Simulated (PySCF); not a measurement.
PySCF input:

```python
from pyscf import gto, scf, dft

mol = gto.M(
    atom='''
    Si    1.53523423   -1.06890713    0.05862114
    I    -0.46260465    0.35472738   -0.01782576
    H     1.47008769   -1.91189127    1.27975967
    H     1.55467962   -1.92396005   -1.15569020
    ''',
    basis='def2-tzvpd',
    ecp='def2-tzvp',
    charge=0,
    spin=1,
    verbose=4,
)

mf = dft.UKS(mol, xc='tpss').density_fit(auxbasis='def2-universal-jkfit')
mf.grids.level = 3
mf.conv_tol = 1e-9
mf.max_cycle = 100
mf.max_memory = 1500
mf.kernel()
if not mf.converged:
    mf = mf.newton()
    mf.kernel(mf.make_rdm1())
for _ in range(2):
    mo, _, stable, _ = mf.stability(return_status=True)
    if stable:
        break
    mf.kernel(mf.make_rdm1(mo, mf.mo_occ))
mf.analyze()
```

Q: Predict the final energy.

A: -588.31351 Eh (TPSS/def2-TZVPD).

It need not be the lowest isomer of its formula.
